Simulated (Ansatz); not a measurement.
Several settings on one geometry of Si19OH26, a nanocrystal with a defect cut from the lattice of silicon (double-bonded O in place of two caps) (that of the charge 0 singlet, PBE-D4/def2-SVP). Ansatz on 2 threads of AMD EPYC 7R13 on a shared host and a share (18 GiB) of an NVIDIA H100 80GB HBM3; times are rough.

```xyz
46

Si   -3.463   -0.769   -1.826
Si   -3.430    1.902    0.856
Si   -0.698   -3.498   -1.829
Si   -0.658   -0.712    0.768
Si    1.957   -3.511    0.814
Si    2.056   -0.723   -1.929
Si    1.933   -0.734    3.502
Si   -0.698    1.971   -1.948
Si    2.027    2.029    0.757
Si   -0.698    1.870    3.629
Si   -2.292   -2.347   -3.128
Si   -2.048    0.632   -0.568
Si   -2.264    3.185    2.457
Si    0.758    0.695   -3.294
Si    0.702   -2.079   -0.573
Si    0.663    0.689    2.121
Si    3.255   -2.401    2.447
Si    3.402    0.696   -0.615
Si    0.727    3.362   -0.687
O     1.761   -0.635    5.055
H    -4.358    0.069   -2.705
H    -4.336   -1.520   -0.851
H    -4.310    0.921    1.592
H    -4.321    2.790    0.022
H    -1.437   -4.372   -0.845
H     0.145   -4.393   -2.704
H    -1.510   -1.583    1.661
H     0.974   -4.386    1.554
H     2.838   -4.404   -0.025
H     2.932   -1.603   -2.789
H    -1.585    2.820   -2.828
H     2.882    2.903    1.643
H    -1.439    0.856    4.460
H     0.156    2.728    4.524
H    -3.271   -3.346   -3.699
H    -1.610   -1.657   -4.280
H    -3.267    3.774    3.422
H    -1.560    4.327    1.770
H     0.010   -0.089   -4.341
H     1.694    1.648   -4.001
H     4.432   -1.723    1.791
H     3.757   -3.368    3.489
H     4.380   -0.095    0.214
H     4.188    1.603   -1.531
H    -0.042    4.403    0.084
H     1.662    4.072   -1.639
```

Totals from different functionals, basis sets or treatments of relativity can't be compared as stabilities.

The spins typed aren't always the lowest for that charge.

Give the basis size and estimate the energy, ⟨S²⟩ and time of these runs.

```tsv
run	method	charge	state	further keys
1	RKS PBE0-D4/def2-TZVP	0	singlet	fitting: {mean_field: def2-universal-jkfit}; point_charges: [{charge: -1.00, position_ang: [7.660, -0.101, -0.398]}]; forces asked
2	UKS BLYP/def2-TZVP	-1	doublet	fitting: {mean_field: def2-universal-jkfit}; scf: {lower_state_search: light}; forces asked
3	RKS SVWN5/def2-mTZVPP	0	singlet	fitting: {mean_field: def2-universal-jkfit}; pseudopotentials: {relativity: none}; scf: {omitted_lower_state_checks: [starts]}
```


```tsv
run	functions	energy (Eh)	⟨S²⟩	wall time
1	890	-5589.3602	–	12 s
2	890	-5591.4888	0.75	42 s
3	667	-5569.0151	–	4.8 s
```

The highest occupied level of an anion often lies above zero with these methods, and sets without diffuse functions describe the outer electron poorly.
